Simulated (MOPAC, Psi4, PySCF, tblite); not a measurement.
Approach curve of the dimer C2H6O ··· CH4S (SMILES COC and CS). Monomers: optimised at B3LYP-D3(BJ) (def2-TZVP), held rigid. Orientation: lowest of the rigid-body minima from ten starts at GFN2-xTB. R is the distance of the centres of mass, along which the second monomer moves.

Levels of theory: GFN2-xTB (tblite); AM1, restricted, heats of formation (MOPAC); RMP2/6-31G* = restricted MP2 (frozen core)/6-31G*, spherical d, no counterpoise correction run with PySCF; SAPT0/jun-cc-pVDZ, frozen core (Psi4).

Interaction energies in kJ/mol; the last columns give the difference from SAPT0:

| R / Å | GFN2-xTB | AM1 | RMP2/6-31G* | SAPT0/jun-cc-pVDZ | GFN2-xTB − SAPT0/jun-cc-pVDZ | AM1 − SAPT0/jun-cc-pVDZ | RMP2/6-31G* − SAPT0/jun-cc-pVDZ |
|---|---|---|---|---|---|---|---|
| 3.16 | 20.02 | 90.21 | 32.33 | 29.86 | -9.84 | 60.35 | 2.47 |
| 3.37 | -5.88 | 36.56 | 1.43 | 4.65 | -10.52 | 31.91 | -3.22 |
| 3.59 | -14.76 | 6.70 | -11.75 | -7.07 | -7.70 | 13.76 | -4.68 |
| 3.77 | -15.91 | -2.31 | -15.17 | -10.59 | -5.32 | 8.28 | -4.58 |
| 3.98 | -14.62 | -4.81 | -15.29 | -11.21 | -3.41 | 6.40 | -4.08 |
| 4.19 | -12.51 | -4.55 | -13.64 | -10.17 | -2.35 | 5.62 | -3.48 |
| 4.49 | -9.58 | -3.31 | -10.46 | -7.97 | -1.61 | 4.66 | -2.49 |
| 4.75 | -7.52 | -2.48 | -7.81 | -6.25 | -1.27 | 3.77 | -1.56 |
| 5.26 | -4.69 | -1.69 | -4.01 | -3.85 | -0.84 | 2.16 | -0.16 |
| 5.93 | -2.60 | -1.16 | -1.84 | -2.14 | -0.47 | 0.98 | 0.29 |
| 6.94 | -1.20 | -0.66 | -0.86 | -1.02 | -0.18 | 0.36 | 0.16 |
| 8.29 | -0.53 | -0.35 | -0.40 | -0.46 | -0.07 | 0.12 | 0.07 |

GFN2-xTB is furthest from SAPT0/jun-cc-pVDZ at 3.37 (-10.52 kJ/mol, below); its mean absolute difference over the points is 3.63 kJ/mol.

AM1 is furthest from SAPT0/jun-cc-pVDZ at 3.16 (60.35 kJ/mol, above); its mean absolute difference over the points is 11.53 kJ/mol.

RMP2/6-31G* is furthest from SAPT0/jun-cc-pVDZ at 3.59 (-4.68 kJ/mol, below); its mean absolute difference over the points is 2.27 kJ/mol.
